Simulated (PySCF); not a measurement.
## F⁺ (fluorine, charge +1): UHF calculation

Configuration: [He] 2s2 2p4, high-spin 3P determinant. Calculation: PySCF 2.14, in cc-pVDZ (3s2p1d, 14 functions); no relativity, point nucleus.

```
Total energy                                                  : -98.800485 hartree
One-electron energy                                           : -133.0752 hartree
Hartree (Coulomb) energy                                      : 43.9237 hartree
Exchange energy                                               : -9.6490 hartree
Kinetic energy                                                : 98.73083 hartree
⟨S²⟩                                                          : 2.0037
⟨L²⟩                                                          : 2.006
Sum of ⟨r⟩                                                    : 6.203 bohr
Sum of ⟨r²⟩                                                   : 7.278 bohr²
Traceless quadrupole moment −½Σ⟨3z² − r²⟩ along its main axis : -0.554 e·bohr²
Density at the nucleus (Gaussians lack the cusp)              : 431 bohr⁻³
Spin density at the nucleus                                   : 0.424 bohr⁻³
Langevin diamagnetic susceptibility                           : -5.76 ×10⁻⁶ cm³/mol
Time after the integrals                                      : 0.05 s of wall time on 1 thread of Neoverse-V1 (shared host)
```

```json
{"shell": "1s α", "electrons": "1", "mean orbital energy (hartree)": "-27.21077", "spread (hartree)": "0", "rms radius, mean of both spins (bohr)": "0.204"}
{"shell": "1s β", "electrons": "1", "mean orbital energy (hartree)": "-27.10179", "spread (hartree)": "0", "rms radius, mean of both spins (bohr)": "0.204"}
{"shell": "2s α", "electrons": "1", "mean orbital energy (hartree)": "-2.40697", "spread (hartree)": "0", "rms radius, mean of both spins (bohr)": "1.06"}
{"shell": "2s β", "electrons": "1", "mean orbital energy (hartree)": "-2.00412", "spread (hartree)": "0", "rms radius, mean of both spins (bohr)": "1.06"}
{"shell": "2p α", "electrons": "3", "mean orbital energy (hartree)": "-1.49755", "spread (hartree)": "0.11894", "rms radius, mean of both spins (bohr)": "1.11"}
{"shell": "2p β", "electrons": "1", "mean orbital energy (hartree)": "-1.30950", "spread (hartree)": "0", "rms radius, mean of both spins (bohr)": "1.11"}
```
